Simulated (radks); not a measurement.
All-electron atom: Cr in [Ar] 3d5 4s1.

Method: scalar-relativistic Kohn-Sham, SCAN, spin-unpolarised, spherical densities, finite nucleus; meta-GGA in the generalised Kohn-Sham scheme; Fermi nuclear charge, rms radius 3.6452 fm; computed with a radial shooting solver on a logarithmic mesh with Libxc functionals.

Energy parts (Ry):
| part | energy |
|---|---|
| total | -2101.62630 |
| kinetic | 2122.93031 |
| electron-nucleus | -5014.55459 |
| Hartree | 887.77845 |
| exchange-correlation | -97.78046 |

Orbitals (lengths in bohr, moments of r in powers of bohr; r(90%) holds 90 % of the orbital's charge):
orbital,occ.,eigenvalue (Ry),r(90%),<r^4>,<1/r>
1s,2,-433.9121,0.114,0.00007617,23.88
2s,2,-49.68709,0.453,0.01792,5.071
2p,6,-41.66175,0.426,0.01410,4.956
3s,2,-5.65942,1.35,1.432,1.562
3p,6,-3.46506,1.49,2.156,1.421
4s,1,-0.29677,5.26,327.7,0.3741
3d,5,-0.20749,2.81,41.12,0.9632

The highest occupied level is 3d at -2.823 eV. The density falls to 0.001 e/bohr^3 at r = 4.51 bohr. Summed over all electrons, <r^2> = 39.61 bohr^2, which gives a Langevin (diamagnetic) susceptibility term of -31.4 x 10^-6 cm^3/mol. The electron density at the nucleus is 1.15e+04 e/bohr^3 (large components only). For comparison, the ionisation energy in NIST's Atomic Spectra Database is 6.767 eV (measured). In exact Kohn-Sham theory the highest level is minus the ionisation energy, but local and semilocal functionals leave it too shallow, through self-interaction and a potential that decays too fast; potentials with the right tail come closer.

Beside tabulated values, note that spin-unpolarised runs miss the spin-polarisation part of the exchange energy of open shells.

Empty levels of this run are not shown, since the potential may be unsettled where no density lies.
